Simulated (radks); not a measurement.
Task: The mean radii <r> (bohr) of the occupied orbitals of an atom or ion are listed with their occupations. Calculated with a radial shooting solver on a logarithmic mesh with Libxc functionals: scalar-relativistic Kohn-Sham, r2SCAN, spin-polarised, spherical densities, finite nucleus; meta-GGA in the generalised Kohn-Sham scheme; Fermi nuclear charge, rms radius of each element as measured or else 0.836 A^(1/3) + 0.57 fm.

orbital  occ.      <r>
1s up       1  0.08572
1s down     1  0.08571
2s up       1   0.4107
2s down     1   0.4106
2p up       3   0.3734
2p down     3   0.3734
3s up       1    1.222
3s down     1    1.226
3p up       1    1.282

Name the element and its charge. Open shells, if any, are filled with parallel spins first.

Result: Z = 18, argon, charge +5: Ar5+ in [Ne] 3s2 3p1. The 1s radius gives Z: for a bare nucleus <r> = (2 gamma + 1)/(2Z) with gamma = sqrt(1 - (Z/c)^2), 0.08285 bohr for Z = 18, and screening makes it slightly larger (0.08572 here). The occupations add up to 13, and the charge is Z minus that.
